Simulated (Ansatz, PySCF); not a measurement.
In(F)(Me)(vinyl) (C3H6FIn), SMILES [In]([CH3])([F])[CH]=C. Atoms are numbered in the order given.

```xyz
11

In     0.0836     0.2622     0.1060
F      1.3071     1.8076    -0.1593
C     -1.1628     0.5309     1.8520
H     -1.8649    -0.3046     1.9764
H     -1.7198     1.4724     1.7413
H     -0.5125     0.6038     2.7359
C      0.3921    -1.1966    -1.4391
C     -0.2940    -2.3454    -1.5112
H      1.1507    -0.9818    -2.2018
H     -0.1199    -3.0782    -2.3104
H     -1.0652    -2.6225    -0.7826
```

Coordinates come from a B3LYP-D3(BJ)/def2-SVP optimisation. The structure was generated by enumeration; whether it is a known compound was not checked. The def2 effective core potentials stand for the cores of In; spin–orbit coupling is left out. Other conformers were not sampled.

Two levels are set side by side: PBE-D3(BJ)/def2-SVP (Ansatz, an electronic-structure program) and B3LYP-D3(BJ)/def2-SVP (Ansatz). Each level has its own optimised geometry; the coordinates shown are those of the second. Frequencies come from the Hessian of PySCF at each geometry. Differences are taken from unrounded values.

| quantity | B3LYP-D3(BJ) | PBE-D3(BJ) | PBE-D3(BJ) minus B3LYP-D3(BJ) |
|---|---|---|---|
| mean bond length (Å) | 1.423 | 1.430 | 0.007 |
| bond In1–F2 (Å) | 1.989 | 2.001 | 0.012 |
| bond In1–C3 (Å) | 2.162 | 2.163 | 0.001 |
| bond In1–C7 (Å) | 2.147 | 2.151 | 0.004 |
| bond C7–C8 (Å) | 1.340 | 1.348 | 0.008 |
| bond C3–H4 (Å) | 1.098 | 1.106 | 0.007 |
| bond C3–H5 (Å) | 1.100 | 1.107 | 0.007 |
| bond C3–H6 (Å) | 1.100 | 1.107 | 0.007 |
| bond C7–H9 (Å) | 1.097 | 1.105 | 0.008 |
| bond C8–H10 (Å) | 1.098 | 1.106 | 0.008 |
| bond C8–H11 (Å) | 1.097 | 1.105 | 0.008 |
| highest harmonic wavenumber (cm⁻¹) | 3181 | 3119 | -63 |
| mean harmonic wavenumber (cm⁻¹) | 1270 | 1238 | -33 |
| zero-point energy (kcal/mol) | 49.04 | 47.78 | -1.26 |

Exact exchange shortens and stiffens bonds; PBE has none. Differences between two approximate levels are no errors against the true value.
